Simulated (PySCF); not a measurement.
SMILES CB(O)C(C)C (C₄H₁₁BO), GFN2-xTB optimised geometry.

```
17

B     -0.70    -0.04     0.00
C     -1.55     1.32     0.00
H     -1.32     1.93     0.87
H     -2.63     1.15     0.00
H     -1.31     1.92    -0.87
O     -1.30    -1.24    -0.03
H     -2.25    -1.25    -0.05
C      0.90    -0.04     0.00
C      1.47    -1.12     0.93
C      1.54     1.31     0.33
H      1.21    -0.30    -1.02
H      2.55    -1.18     0.83
H      1.23    -0.89     1.96
H      1.04    -2.08     0.68
H      1.21     2.08    -0.35
H      2.63     1.25     0.27
H      1.28     1.62     1.35
```

Density from CAM-B3LYP/def2-SVP in PySCF at that geometry.

Minimum of the electron density along straight lines between bonded atoms, close to the bond critical point (lines longer than 1.1 times the sum of covalent radii, or with two minima, are not listed):

```tsv
bond	length / Å	ρ at the minimum / e bohr⁻³	∇²ρ there / e bohr⁻⁵	position (fraction from the first atom)
B1–C2	1.594	0.176	[?]	0.32
C2–H3	1.087	0.270	-0.97	0.62
C2–H4	1.090	0.270	-0.95	0.62
C2–H5	1.088	0.270	-0.96	0.62
B1–O6	1.339	[?]	1.28	0.33
O6–H7	0.958	0.357	[?]	0.82
B1–C8	1.607	0.181	-0.27	0.33
C8–C9	1.534	0.239	-0.54	0.50
C8–C10	1.531	0.242	-0.55	0.49
C8–H11	1.098	0.268	-0.92	0.62
C9–H12	1.089	0.276	-1.01	0.62
C9–H13	1.088	0.276	-1.01	0.62
C9–H14	1.086	0.279	-1.04	0.63
C10–H15	1.087	0.277	-1.02	0.62
C10–H16	1.089	0.276	-1.01	0.62
C10–H17	1.088	0.276	-1.01	0.62
```

Task: Some entries are withheld; supply them.

Result: 
- B1–C2, ∇²ρ there / e bohr⁻⁵: -0.16
- B1–O6, ρ at the minimum / e bohr⁻³: 0.210
- O6–H7, ∇²ρ there / e bohr⁻⁵: -2.42
